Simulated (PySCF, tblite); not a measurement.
Isomers of C6H6F3O (doublet state), one GFN2-xTB conformer each. Single-point energies are computed at B3LYP/pcH-1 (PySCF, gas phase, no added dispersion term), electronic only. GFN2-xTB treats the open shell by occupation alone, and not every SCF solution was tested for stability.

```csv
SMILES,GFN2-xTB relative energy (kJ/mol)
CO/[C]=C(/C)C(F)=C(F)F,236.4
FC(F)(F)C[C@@H]1[CH]C=CO1,0.0
FC(F)(F)C[C]1CC=CO1,25.7
[H]/[C]=C\O/C=C(/F)CC(F)F,265.3
FC(F)(F)C[C@H]1C[C]=CO1,155.9
```

Conformers: `[CH3:1][O:2]/[C:3]=[C:4](/[CH3:5])[C:6]([F:7])=[C:8]([F:9])[F:10]` (doublet state) with C1–O2–C3–C4 25°, C3–C4–C6–F7 -7°; `[F:1][C:2]([F:3])([F:4])[CH2:5][C@@H:6]1[CH:7][CH:8]=[CH:9][O:10]1` (doublet state) with C2–C5–C6–C7 -78°; `[F:1][C:2]([F:3])([F:4])[CH2:5][C:6]1[CH2:7][CH:8]=[CH:9][O:10]1` (doublet state) with C2–C5–C6–C7 72°; `[H]/[C:1]=[CH:2]\[O:3]/[CH:4]=[C:5](/[F:6])[CH2:7][CH:8]([F:9])[F:10]` (doublet state) with C1–C2–O3–C4 -5°, C2–O3–C4–C5 168°, C4–C5–C7–C8 -109°, C5–C7–C8–F9 67°; `[F:1][C:2]([F:3])([F:4])[CH2:5][C@H:6]1[CH2:7][C:8]=[CH:9][O:10]1` (doublet state) with C2–C5–C6–C7 75°.

**Question.** What does B3LYP/pcH-1 give for the same structures?

**Answer.** 
| SMILES | B3LYP/pcH-1 E (Eh) | B3LYP/pcH-1 (kJ/mol) | GFN2-xTB (kJ/mol) | point group |
| --- | --- | --- | --- | --- |
| FC(F)(F)C[C@@H]1[CH]C=CO1 | -606.98450 | 0.0 | 0.0 | C1 |
| FC(F)(F)C[C]1CC=CO1 | -606.96877 | 41.3 | 25.7 | C1 |
| FC(F)(F)C[C@H]1C[C]=CO1 | -606.92499 | 156.2 | 155.9 | C1 |
| [H]/[C]=C\O/C=C(/F)CC(F)F | -606.88658 | 257.1 | 265.3 | C1 |
| CO/[C]=C(/C)C(F)=C(F)F | -606.87714 | 281.9 | 236.4 | C1 |

Both levels put the same isomer lowest; measured from each level's own lowest isomer, the values differ by up to 45.5 kJ/mol (CO/[C]=C(/C)C(F)=C(F)F: 236.4 against 281.9). 

**Question.** What happens when harmonic zero-point energies from GFN2-xTB frequencies are added?

**Answer.** 
```
                   SMILES  ZPE (kJ/mol)  electronic (kJ/mol)  with ZPE (kJ/mol)
FC(F)(F)C[C@@H]1[CH]C=CO1         285.2                  0.0                0.0
      FC(F)(F)C[C]1CC=CO1         284.4                 41.3               40.6
  FC(F)(F)C[C@H]1C[C]=CO1         287.4                156.2              158.5
[H]/[C]=C\O/C=C(/F)CC(F)F         275.3                257.1              247.2
   CO/[C]=C(/C)C(F)=C(F)F         278.6                281.9              275.3
```

The zero-point energies span 12.1 kJ/mol. The order is unchanged.
